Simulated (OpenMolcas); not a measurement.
Mo3+ (d3) in a complex was computed by SS-CASPT2, IPEA 0.25 Eh, imaginary shift 0.1 Eh with the d shell active (OpenMolcas, ANO-RCC-VTZP on the metal). Its lowest spin-free states, and all those of the highest spin:

```
2S+1  Degeneracy  E (cm-1)
   4           1         0
   2           2      4390
   2           1      6200
   4           2      6450
   2           1      8330
   2           1      9600
   2           1      9800
   2           2     14020
   2           1     14350
   4           1     15090
   2           2     16770
   2           2     17740
   4           2     44180
   4           1     53100
   4           1     55580
   4           2     68200
```

Is the site octahedral, tetrahedral or cube-like, axial, or of lower symmetry?

The states with 2S+1 = 4 have orbital degeneracies 1, 2, 1, 2, 1, 1, 2. There are pairs but no triples, so the site is axial: not cubic, but with a proper or improper axis of order three or more. The run had Mo3+ with 4 ligands (fluoride) in square-planar coordination (D4h) at 1.87 Å. A charge of +0.25 e stands 2.4 Å behind each ligand. Ligand basis ANO-RCC-VDZP.

The least metal-like active orbital is 78 % on the metal (Löwdin) and no ligand orbital is active, so the numbers are rough. Ligand-to-metal charge-transfer states are missing. With no ligand orbital active B as a rule stays too high, so bands that hang on it stand too high and its fall with covalency is understated. No measured value stands beside these numbers; the geometry was imposed, not optimised, and the real ion may take another.
